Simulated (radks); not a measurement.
Ionisation of the tantalum ion Ta2+, [Xe] 4f14 5d3, to [Xe] 4f14 5d2 as the strength of local exchange is varied. Method: scalar-relativistic Kohn-Sham, Slater X-alpha exchange (alpha = 2/3 is LDA exchange), no correlation, spin-polarised, spherical densities, finite nucleus; open shells are filled with parallel spins first (spin-orbit coupling, left out, can overturn this in heavy ions); Fermi nuclear charge, rms radius 5.3507 fm; computed with a radial shooting solver on a logarithmic mesh with Libxc functionals.

alpha = 0.614: E(Ta2+) (hartree) -15561.1986; exchange (hartree) -274.0385; IE (eV) 22.747; -e of the level emptied (eV) 17.658 (5d); <r> of it (bohr) 2.040
alpha = 0.641: E(Ta2+) (hartree) -15573.3120; exchange (hartree) -286.3302; IE (eV) 23.155; -e of the level emptied (eV) 18.033 (5d); <r> of it (bohr) 2.023
alpha = 0.667: E(Ta2+) (hartree) -15584.9864; exchange (hartree) -298.1857; IE (eV) 23.552; -e of the level emptied (eV) 18.399 (5d); <r> of it (bohr) 2.007
alpha = 0.867: E(Ta2+) (hartree) -15675.1055; exchange (hartree) -390.0069; IE (eV) 26.758; -e of the level emptied (eV) 21.376 (5d); <r> of it (bohr) 1.896
alpha = 0.878: E(Ta2+) (hartree) -15680.0783; exchange (hartree) -395.0890; IE (eV) 26.941; -e of the level emptied (eV) 21.548 (5d); <r> of it (bohr) 1.890
alpha = 1.023: E(Ta2+) (hartree) -15745.7858; exchange (hartree) -462.3922; IE (eV) 29.436; -e of the level emptied (eV) 23.895 (5d); <r> of it (bohr) 1.819
alpha = 1.032: E(Ta2+) (hartree) -15749.8739; exchange (hartree) -466.5887; IE (eV) 29.596; -e of the level emptied (eV) 24.045 (5d); <r> of it (bohr) 1.815

NIST Atomic Spectra Database: 23 +/- 1.6 eV (theoretical). The Delta-SCF value meets it near alpha = 0.64. Open shells are spherical and high-spin; term and fine-structure splittings are not resolved. Spin-orbit splitting is averaged out at the scalar-relativistic level.
